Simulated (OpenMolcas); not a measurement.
Pt3+ in a point-charge field

Pt3+ among 6 point charges of -1.36 e arranged as an octahedron (Oh), 1.85 Å from the ion.
```
   1.8500    0.0000    0.0000  -1.36
   0.0000    1.8500    0.0000  -1.36
  -1.8500    0.0000    0.0000  -1.36
   0.0000   -1.8500    0.0000  -1.36
   0.0000    0.0000    1.8500  -1.36
   0.0000    0.0000   -1.8500  -1.36
```

```
Program             : OpenMolcas
Method              : CASSCF
Basis               : ANO-RCC-VDZP [7s6p4d2f]
Scalar Hamiltonian  : DKH2, point nucleus
Active space        : 7 electrons in 5 orbitals (5d)
State averaging     : 2S+1 = 4 even, 10 roots; 2S+1 = 2 even, 40 roots
Spin-orbit coupling : state interaction with AMFI integrals over the reference wave functions
```

The lowest spin-free states (labels of O, the rotations of Oh), above the lowest:

```json
{"State": "4T1", "Degeneracy": "3", "E (cm-1)": "0.0", "Free-ion L (%)": "F (95)"}
{"State": "2E", "Degeneracy": "2", "E (cm-1)": "7073", "Free-ion L (%)": "G (47)"}
{"State": "4T2", "Degeneracy": "3", "E (cm-1)": "9984", "Free-ion L (%)": "F (100)"}
{"State": "2T1", "Degeneracy": "3", "E (cm-1)": "15526", "Free-ion L (%)": "G (55)"}
{"State": "2T2", "Degeneracy": "3", "E (cm-1)": "16439", "Free-ion L (%)": "G (68)"}
{"State": "2T1", "Degeneracy": "3", "E (cm-1)": "20739", "Free-ion L (%)": "P (64)"}
{"State": "4A2", "Degeneracy": "1", "E (cm-1)": "21382", "Free-ion L (%)": "F (100)"}
{"State": "4T1", "Degeneracy": "3", "E (cm-1)": "21951", "Free-ion L (%)": "P (95)"}
{"State": "2A1", "Degeneracy": "1", "E (cm-1)": "23959", "Free-ion L (%)": "G (100)"}
{"State": "2T2", "Degeneracy": "3", "E (cm-1)": "26194", "Free-ion L (%)": "H (62)"}
{"State": "2T1", "Degeneracy": "3", "E (cm-1)": "27378", "Free-ion L (%)": "H (67)"}
{"State": "2E", "Degeneracy": "2", "E (cm-1)": "29157", "Free-ion L (%)": "H (54)"}
{"State": "2T2", "Degeneracy": "3", "E (cm-1)": "32721", "Free-ion L (%)": "D (71)"}
{"State": "2T1", "Degeneracy": "3", "E (cm-1)": "34420", "Free-ion L (%)": "H (54)"}
{"State": "2E", "Degeneracy": "2", "E (cm-1)": "36458", "Free-ion L (%)": "G (51)"}
{"State": "2T2", "Degeneracy": "3", "E (cm-1)": "38296", "Free-ion L (%)": "F (90)"}
{"State": "2A2", "Degeneracy": "1", "E (cm-1)": "41624", "Free-ion L (%)": "F (100)"}
{"State": "2T1", "Degeneracy": "3", "E (cm-1)": "42928", "Free-ion L (%)": "F (65)"}
{"State": "2E", "Degeneracy": "2", "E (cm-1)": "59768", "Free-ion L (%)": "D (99)"}
{"State": "2T2", "Degeneracy": "3", "E (cm-1)": "61771", "Free-ion L (%)": "D (88)"}
```

The lowest levels with spin-orbit coupling:

```
E (cm-1)  Degeneracy  Label      2S+1               g
     0.0           2     Γ6         4  4.84 4.84 4.84
   889.8           4     Γ8  4 (80 %)                
    3574           4     Γ8  4 (75 %)                
   10393           2     Γ7         4  0.15 0.15 0.15
   12756           4     Γ8  4 (58 %)                
   14713           4     Γ8  4 (53 %)                
   16662           2     Γ6         4  2.83 2.83 2.83
   17511           2     Γ7  4 (66 %)  0.68 0.68 0.68
   18936           4     Γ8  4 (64 %)                
   20162           4     Γ8  2 (55 %)                
   21921           4     Γ8  2 (81 %)                
   24392           2     Γ7  4 (81 %)  1.44 1.44 1.44
   25252           2     Γ6  2 (89 %)  1.04 1.04 1.04
   26537           4     Γ8  4 (76 %)                
   27489           2     Γ6  2 (78 %)  0.68 0.68 0.68
   29084           4     Γ8  4 (63 %)                
   29572           4     Γ8  2 (54 %)                
   29977           2     Γ7  2 (68 %)  0.37 0.37 0.37
   30764           2     Γ6  2 (64 %)  2.32 2.32 2.32
   33432           4     Γ8  2 (83 %)
```

Powder χT (cm3 K/mol): 2.21 at 2 K, 2.23 at 10 K, 2.38 at 50 K, 2.56 at 100 K, 2.92 at 200 K, 3.24 at 300 K. The effective moment at 300 K is 2.828 √(χT) = 5.09 μB.

The lowest level has 2S+1 = 4, for which the spin-only value is χT = S(S+1) / 2 = 1.875 cm3 K/mol (g = 2). The computed 3.241 at 300 K differs by +1.366, through orbital momentum, spin-orbit coupling and any other state in reach. With a threefold ground state the orbital momentum is unquenched, so the spin-only value is not expected to hold.

A least-squares ligand-field fit to the states below 45000 cm-1, each weighted by its degeneracy and with a free common offset, gives 10Dq = 10815 cm-1, B = 882 cm-1 and C = 3607 cm-1 (C/B = 4.09), with an rms deviation of 217 cm-1.

An orbital triplet at a regular site is open to Jahn-Teller coupling, which can distort the site and quench the lowest spin-orbit gaps and is left out. Without dynamic correlation the repulsion within the d shell is too large (B by tens of per cent), so at a given field states of lower spin stand too high. This shell can be high or low spin here, a state of another spin lies low, and with metal d orbitals alone active their balance is uncertain, so the ground spin may be wrong. Point charges give a weaker field than real ligands, and real ions of this kind are as a rule low spin; the high spin found here belongs to the model. This field is weak: 10Dq is about 10815 cm-1, while octahedral complexes of 5d ions of charge 3 and more, computed by the same method with explicit ligands, had a median near 35000 cm-1. Ground spin and moment need not be those of a real site. Point charges carry no covalency, so the field is a model and not that of real ligands. No measured value stands beside these numbers.

The RASSCF and RASSI steps took 10 s on 1 thread of Arm Neoverse V1, on a shared host; the integral step is not counted.
